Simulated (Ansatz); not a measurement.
Reaction (substitution at a C–C bond): `OCCCCCCO` + `[SH][GeH3]` → `OC[S][GeH3]` + `CCCCCO`

Isolated molecules relaxed with PBE0-D4/def2-TZVP in Ansatz; ΔE leaves out vibrations. CCSD(T)/CBS is the MP2 limit (def2-TZVPP, def2-QZVPP) plus CCSD(T) − MP2 in def2-TZVPP, frozen cores. DFT in def2-TZVPP. B3LYP here is the variant with VWN-RPA as its local correlation; programs differ in this. For Ge outer-core shells are correlated without core-valence functions, which leaves a few kJ/mol of doubt a bond. Scalar relativity is left out up to krypton. One conformer a species, not always the lowest.

| level | ΔE (kJ/mol) | difference from CCSD(T)/CBS |
| --- | --- | --- |
| PBE-D4 | 0.9 | -10.2 |
| PBE0-D4 | 7.2 | -3.9 |
| B3LYP-D4 | 5.4 | -5.7 |
| ωB97X-V | 11.9 | 0.8 |
| ωB97M-V | 10.9 | -0.2 |
| B2PLYP | 10.0 | -1.1 |
| r2SCAN | 5.4 | -5.7 |
| HF/def2-TZVPP | 22.0 | 10.9 |
| MP2/def2-TZVPP | 11.1 | 0.0 |
| SCS-MP2/def2-TZVPP | 13.2 | 2.1 |
| CCSD/def2-TZVPP | 17.3 | 6.2 |
| HF/def2-QZVPP | 22.6 | 11.5 |
| MP2/def2-QZVPP | 9.6 | -1.5 |
| HF/CBS(def2) | 22.7 | 11.6 |
| MP2/CBS(def2) | 8.1 | -3.0 |
| CCSD/CBS(def2) | 14.2 | 3.1 |
| CCSD(T)/CBS | 11.1 | 0 |

Largest T1 diagnostic among the species: 0.012.

In def2-TZVPP, CCSD(T) changes the Hartree–Fock value by −7.9 kJ/mol (the triples alone add −3.1 kJ/mol) and MP2 by −10.9 kJ/mol. The D4 term adds −3.8 kJ/mol with B3LYP and −1.7 kJ/mol with PBE0; it sums over pairs of atoms, weighted by their polarisabilities, and B3LYP, whose exchange is more repulsive, gets the larger term.

CCSD(T)/CBS has its own doubt, a few kJ/mol and more with outer-core shells, so smaller differences from it don't rank the levels.
